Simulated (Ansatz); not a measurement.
The lowest singlet and triplet of FHSi (SMILES F[SiH]); geometries from B3LYP-D3(BJ)/def2-TZVP, each state relaxed from the structure named, with no frequency check.
Singlet (charge 0, multiplicity 1):
```xyz
3

F      0.844    -0.575     0.000
Si    -0.435     0.419     0.000
H     -1.509    -0.682     0.000
```
Triplet (charge 0, multiplicity 3):
```xyz
3

F      0.9261    -0.4626     0.0000
Si    -0.4757     0.3370     0.0000
H     -1.6752    -0.5540     0.0000
```

A positive gap puts the triplet lower; no zero-point energy. R- takes a restricted singlet. U- takes an unrestricted singlet (broken symmetry where lower, unprojected). The triplet is unrestricted in single-reference levels. Active spaces average the two states.

Frozen-core correlation.

The values were computed with Ansatz (a first-principles code) with Gaussian orbitals. Each number belongs to the level named beside it.

**Question.** One of these levels gives -1.434 eV for the gap E(singlet) − E(triplet), adiabatic. Which one is it?
(A) U-B2PLYP/def2-TZVPP
(B) R-HF/cc-pV(Q+d)Z
(C) SA-CASSCF(2,2)/cc-pV(Q+d)Z

**Answer.** C, SA-CASSCF(2,2)/cc-pV(Q+d)Z. The others give -0.893 (R-HF/cc-pV(Q+d)Z), -1.645 (U-B2PLYP/def2-TZVPP)

Doubts at one or more of the structures used: a restricted determinant that unrestricted orbitals would lower (R-HF/cc-pV(Q+d)Z).
